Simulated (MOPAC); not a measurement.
MOPAC input (PM6):

```
PM6 PRECISE GNORM=0.05 LET XYZ GEO-OK AUX(PRECISION=9) THREADS=1
C3H10GeO3

C    -0.80096400 1    2.26702400 1   -0.93365000 1
O    -0.21947600 1    1.45539100 1    0.07336300 1
Ge    0.11964400 1   -0.26953400 1   -0.20606900 1
O    -1.14385700 1   -1.28481600 1    0.49495500 1
C    -2.50695600 1   -0.94364000 1    0.28511600 1
O     1.53978400 1   -0.70307900 1    0.73854200 1
C     2.75758100 1    0.00159200 1    0.52939500 1
H    -0.46879900 1    3.29465300 1   -0.77701700 1
H    -1.89386000 1    2.24244900 1   -0.87643200 1
H    -0.50216800 1    1.96193700 1   -1.94352200 1
H     0.28840300 1   -0.49170700 1   -1.72383700 1
H    -2.77633500 1   -0.95765900 1   -0.77787700 1
H    -3.11353800 1   -1.68921300 1    0.79965100 1
H    -2.74395200 1    0.04270500 1    0.69511500 1
H     3.11873300 1   -0.10148000 1   -0.50047200 1
H     2.65150900 1    1.06505200 1    0.76062500 1
H     3.50182400 1   -0.43146100 1    1.19790600 1
```

From the output:

```
                                                       MOPAC v23.2.5 Linux

          FINAL HEAT OF FORMATION =       -154.01365 KCAL/MOL =    -644.39310 KJ/MOL

          COSMO AREA              =        158.10 SQUARE ANGSTROMS
          COSMO VOLUME            =        159.58 CUBIC ANGSTROMS

          GRADIENT NORM           =          0.02459          =       0.00596 PER ATOM
          IONIZATION POTENTIAL    =         10.291281 EV
          HOMO LUMO ENERGIES (EV) =        -10.291  0.714
          NO. OF FILLED LEVELS    =         22
          MOLECULAR WEIGHT        =        166.7002         POINT GROUP:  C3

          MOLECULAR DIMENSIONS (Angstroms)

            Atom       Atom       Distance
            H    17    H    12     5.55345
            H    10    H    13     5.20258
            H    11    H     8     4.18520

          SCF CALCULATIONS        =        156

   ATOM   CHEMICAL          X               Y               Z
  NUMBER   SYMBOL      (ANGSTROMS)     (ANGSTROMS)     (ANGSTROMS)

     1       C         -0.51615910  *   2.25292101  *  -0.63891569  *
     2       O         -0.02135323  *   1.17376934  *  -1.39264010  *
     3      Ge          0.17257207  *  -0.51662024  *  -0.89945373  *
     4       O         -1.32303622  *  -1.05958761  *  -0.12059368  *
     5       C         -1.84153814  *  -0.68625694  *   1.13212261  *
     6       O          1.49739960  *  -0.62158042  *   0.27190383  *
     7       C          1.72387486  *   0.17415279  *   1.40901388  *
     8       H          0.08825133  *   2.41129354  *   0.26189135  *
     9       H         -1.57057048  *   2.08728352  *  -0.38313307  *
    10       H         -0.42558314  *   3.12186944  *  -1.30954271  *
    11       H          0.46444522  *  -1.35095007  *  -2.06563636  *
    12       H         -2.80065135  *  -1.22279420  *   1.20436661  *
    13       H         -1.16936565  *  -1.01369133  *   1.93560557  *
    14       H         -2.01394690  *   0.39539203  *   1.17808651  *
    15       H          1.91367108  *   1.21428480  *   1.11455813  *
    16       H          0.88082044  *   0.10910230  *   2.10675234  *
    17       H          2.62715607  *  -0.25515249  *   1.87026466  *

                             CARTESIAN COORDINATES

   1    C       -0.516159102     2.252921008    -0.638915691
   2    O       -0.021353231     1.173769343    -1.392640096
   3   Ge        0.172572067    -0.516620243    -0.899453734
   4    O       -1.323036215    -1.059587613    -0.120593684
   5    C       -1.841538137    -0.686256939     1.132122614
   6    O        1.497399597    -0.621580421     0.271903831
   7    C        1.723874864     0.174152792     1.409013885
   8    H        0.088251330     2.411293540     0.261891351
   9    H       -1.570570476     2.087283519    -0.383133072
  10    H       -0.425583141     3.121869444    -1.309542707
  11    H        0.464445219    -1.350950065    -2.065636362
  12    H       -2.800651351    -1.222794204     1.204366606
  13    H       -1.169365650    -1.013691329     1.935605570
  14    H       -2.013946903     0.395392029     1.178086506
  15    H        1.913671076     1.214284804     1.114558129
  16    H        0.880820438     0.109102303     2.106752341
  17    H        2.627156072    -0.255152495     1.870264665

           Empirical Formula: C3 H10 O3 Ge  =    17 atoms

      MOLECULAR POINT GROUP   :   C3

                  EIGENVALUES
 -28.63306 -28.46090 -28.46072 -24.27515 -23.93119 -23.93096 -19.81819 -16.80045
 -16.80034 -15.77108 -15.30724 -15.30700 -14.93970 -14.92528 -14.92516 -13.25192
 -12.07454 -11.04485 -11.04454 -10.30039 -10.29132 -10.29128   0.71368   1.42363
   1.42384   2.75657   3.98995   3.99006   4.36630   5.43267   5.43291   5.45073
   5.60357   5.60364   5.64608   5.91094   6.09777   6.09787

              NET ATOMIC CHARGES AND DIPOLE CONTRIBUTIONS

  ATOM NO.   TYPE          CHARGE      No. of ELECS.   s-Pop       p-Pop
    1          C          -0.101140        4.1011     1.08409     3.01705
    2          O          -0.686429        6.6864     1.77030     4.91613
    3         Ge           1.224142        2.7759     1.08707     1.68879
    4          O          -0.686446        6.6864     1.77030     4.91615
    5          C          -0.101132        4.1011     1.08408     3.01705
    6          O          -0.686439        6.6864     1.77030     4.91614
    7          C          -0.101134        4.1011     1.08408     3.01705
    8          H           0.107586        0.8924     0.89241
    9          H           0.115158        0.8848     0.88484
   10          H           0.138547        0.8615     0.86145
   11          H           0.054721        0.9453     0.94528
   12          H           0.138542        0.8615     0.86146
   13          H           0.115152        0.8848     0.88485
   14          H           0.107588        0.8924     0.89241
   15          H           0.115139        0.8849     0.88486
   16          H           0.107599        0.8924     0.89240
   17          H           0.138547        0.8615     0.86145
 DIPOLE           X         Y         Z       TOTAL
 POINT-CHG.    -0.455     1.301     1.820     2.283
 HYBRID        -0.031     0.089     0.124     0.155
 SUM           -0.486     1.390     1.944     2.438

          ATOMIC ORBITAL ELECTRON POPULATIONS

     Atom    s        px        py        pz
    1  C   1.08409   1.07240   0.90909   1.03556
    2  O   1.77030   1.85109   1.40448   1.66056
    3 Ge   1.08707   0.49546   0.56104   0.63229
    4  O   1.77030   1.65046   1.81483   1.45085
    5  C   1.08408   1.07530   1.09591   0.84584
    6  O   1.77030   1.72121   1.70568   1.48925
    7  C   1.08408   1.11292   1.01898   0.88516
    8  H   0.89241
    9  H   0.88484
   10  H   0.86145
   11  H   0.94528
   12  H   0.86146
   13  H   0.88485
   14  H   0.89241
   15  H   0.88486
   16  H   0.89240
   17  H   0.86145

 **********************
 *                    *
 * JOB ENDED NORMALLY *
 *                    *
 **********************

 == MOPAC DONE ==
```

The geometry given is a B3LYP-D3(BJ)/def2-TZVP minimum.
